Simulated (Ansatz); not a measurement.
`[CH3][GaH][SH]` → `[CH2]` (triplet) + `[SH][GaH2]` at 700 K and 1 bar (formal loss of a carbene).

Program: Ansatz. Geometries: PBE0-D4/def2-TZVP. ΔE: electronic, gas phase. CBS: MP2 limit from def2 TZ/QZ plus the TZ coupled-cluster correction, frozen cores. This one scheme is used for every species. Triplets are unrestricted, without spin–orbit coupling. For Ga outer-core shells are correlated without core-valence functions, which leaves a few kJ/mol of doubt a bond. Scalar relativity is left out up to krypton. Each species was taken in one conformer, which may not be the lowest.

```tsv
species	CCSD(T)/CBS energy (Eh)	H − E (kJ/mol)	S (J/(mol·K))
`[CH3][GaH][SH]`	-2362.81343	199.4	426.8
`[CH2]` (triplet)	-39.09499	70.4	226.8
`[SH][GaH2]`	-2323.53734	103.2	340.5
```

H − E and S are ideal-gas, rigid-rotor, harmonic terms from PBE0-D4/def2-TZVP, for one conformer and one mirror image of each species, with the whole ground term of open shells counted as degenerate. 1 Eh = 2625.50 kJ/mol, R = 8.31446 J/(mol·K).

Q: By hand: ΔE, ΔH, ΔS and ΔG.

A: ΔE = (-39.09499) + (-2323.53734) − (-2362.81343) = 0.18110 Eh = 475.5 kJ/mol. Δ(H − E) = 70.4 + 103.2 − 199.4 = -25.8, so ΔH = 449.7 kJ/mol. ΔS = 226.8 + 340.5 − 426.8 = 140.5 J/(mol·K). ΔG = 449.7 − 700 × (140.5)/1000 = 351.4 kJ/mol.

Q: By hand: the equilibrium constant, and the temperature at which ΔG would vanish if ΔH and ΔS stayed fixed.

A: log₁₀ K = −ΔG/(RT ln 10) = -26.2. ΔG = 0 at ΔH/ΔS = 3201 K, far beyond where these terms or the molecules hold.

The number of gas molecules changes by +1, which sets the sign of ΔS. A doubt of 5 kJ/mol in ΔE shifts log₁₀ K by 0.4 here. Other conformers and mirror images would add mixing entropy, several J/(mol·K) or more a flexible species. Modes under 60 cm⁻¹, often nearly free rotors, make the harmonic entropy too high. A triplet takes part, so the spin changes. These are equilibria of isolated gas molecules and say nothing of rates. Largest T1 diagnostic: 0.013 (customary marks: 0.02 for closed shells, 0.045 for open ones).
